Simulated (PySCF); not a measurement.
A PySCF script (with the pyscf-properties extension) for the NMR shieldings of SMILES CB(C)C[Si@H](S)C[SiH3], C$_{4}$H$_{15}$BSSi$_{2}$, on a GFN2-xTB geometry:

```python
import basis_set_exchange as bse
import numpy as np
from pyscf import gto, dft
from pyscf.prop import nmr

atoms = """
C    -1.661104   -1.414917   -0.314496
B    -1.625738    0.000554    0.382780
C    -2.789772    1.034148    0.132497
C    -0.422606    0.407440    1.305215
Si    1.032475    1.104001    0.298186
S     0.287198    2.784011   -0.862105
C     1.831112   -0.155360   -0.875903
Si    2.643470   -1.644251   -0.018310
H    -1.786229   -1.316393   -1.392486
H    -2.527992   -1.978985    0.030100
H    -0.780645   -2.027899   -0.134364
H    -2.388421    1.947450   -0.307260
H    -3.576043    0.671272   -0.525266
H    -3.258678    1.342230    1.066341
H    -0.698400    1.173487    2.029923
H    -0.020506   -0.439470    1.860171
H     2.045436    1.685203    1.190564
H     1.452625    3.102888   -1.403971
H     1.080529   -0.516012   -1.580075
H     2.589033    0.350116   -1.476371
H     3.621810   -1.165667    0.959741
H     1.631746   -2.447654    0.669988
H     3.315949   -2.469208   -1.024822
"""
names = dict.fromkeys(["C", "B", "Si", "S", "H"], "pcSseg-1")
basis = {el: gto.basis.parse(bse.get_basis(n, elements=[el], fmt="nwchem")) for el, n in names.items()}
mol = gto.M(atom=atoms, basis=basis, charge=0, verbose=0)
mf = dft.RKS(mol, xc="PBE0")
mf.grids.level = 2
mf.grids.alignment = dft.numint.BLKSIZE   # the property module wants whole blocks of grid points
mf.conv_tol = 1e-9
mf.kernel()

calc = nmr.RKS(mf)   # GIAO
C = mf.mo_coeff
Co = C[:, mf.mo_occ > 0]
resp = mf.gen_response(singlet=True, hermi=2)
def vind(x):   # induced exchange potential for any number of trial vectors
    d = np.einsum("pi,xij,qj->xpq", C, 2 * x.reshape(-1, C.shape[1], Co.shape[1]), Co, optimize=True)
    return np.einsum("xpq,pi,qj->xij", resp(d - d.transpose(0, 2, 1)), C, Co, optimize=True).ravel()
mo1, _ = nmr.rhf.solve_mo1(calc, with_cphf=vind)
sigma = calc.kernel(mo1)
for i, s in enumerate(sigma):   # ppm
    print("%2d %-2s %9.2f" % (i, mol.atom_pure_symbol(i), np.trace(s) / 3))
```

**Question.** What does it print?

**Answer.** 
```
 0 C     169.98
 1 B      13.54
 2 C     170.08
 3 C     164.09
 4 Si    353.66
 5 S     707.52
 6 C     186.68
 7 Si    426.86
 8 H      30.83
 9 H      30.77
10 H      30.69
11 H      30.62
12 H      30.73
13 H      30.94
14 H      30.25
15 H      30.29
16 H      26.26
17 H      31.65
18 H      31.62
19 H      31.80
20 H      27.83
21 H      27.60
22 H      27.64
```

These numbers come from an equivalent density-fitted implementation of the same equations, which agrees with the script to about 0.01 ppm for H and up to a few tenths of a ppm for heavy atoms, so last digits may differ.

Size and cost of the density-fitted run: 232 basis functions, 88 s wall time on 1 thread of an Arm Neoverse N1, shared host; peak memory 1.1 GiB.
